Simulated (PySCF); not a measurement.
Species: C7H12OSi.
Numbering: `[CH3:1][C@@H:2]1[CH2:3][Si@H:4]([CH2:5][C:6]2=[CH:7][CH2:8]2)[O:9]1`

NICS is the negative of the GIAO shielding at a point without a nucleus: at the ring centre (0) and 1 Å above and below it (1); zz is the component along the ring normal. Level: GIAO PBE0/pcSseg-1 (PySCF, non-relativistic, gas phase) on the GFN2-xTB geometry, one conformer.

Rings: 1. C2–C3–Si4–O9; 2. C6–C7–C8.

```json
{"set": "P", "NICS(0)": "-2.5", "NICS(1), two faces": "-1.4 / 0.0", "NICS(1)zz, two faces": "1.4 / 1.3"}
{"set": "Q", "NICS(0)": "-30.3", "NICS(1), two faces": "-7.2 / -7.1", "NICS(1)zz, two faces": "-16.7 / -17.7"}
```

Question: Which set (ppm) belongs to which ring?

Answer: P = 1, Q = 2.
- 1 (4-membered ring with O and Si; formal bonds all single): mean NICS(1)zz 1.4 ppm, near zero. C2, C3, Si4 have four or more neighbours, and the NICS criterion for π rings isn't applied.
- 2 (3-membered carbocycle; formal bonds 1 double, 2 single): mean NICS(1)zz -17.2 ppm, shielded. C8 has four or more neighbours; no verdict on aromaticity is drawn.

Question: How do the rings differ in shape?

Answer: 
```json
{"ring": "1", "bond lengths (Å)": "1.534, 1.905, 1.652, 1.443", "rms pucker (Å)": "0.00", "HOMA": "–", "nearest outside atom to a NICS(1) probe (Å)": "hydrogen 1.63"}
{"ring": "2", "bond lengths (Å)": "1.301, 1.503, 1.502", "rms pucker (Å)": "0.00", "HOMA": "–", "nearest outside atom to a NICS(1) probe (Å)": "hydrogen 1.50"}
```

Time: 70 s of wall time; peak memory 1.1 GiB. Hardware: one thread, Intel Xeon at 2.70 GHz (x86_64), on a shared host. This is the whole shielding run at PBE0/pcSseg-1, SCF included.

The values belong to the conformer `[CH3:1][C@@H:2]1[CH2:3][Si@H:4]([CH2:5][C:6]2=[CH:7][CH2:8]2)[O:9]1`: C3–Si4–C5–C6 -30°, Si4–C5–C6–C7 -92°.
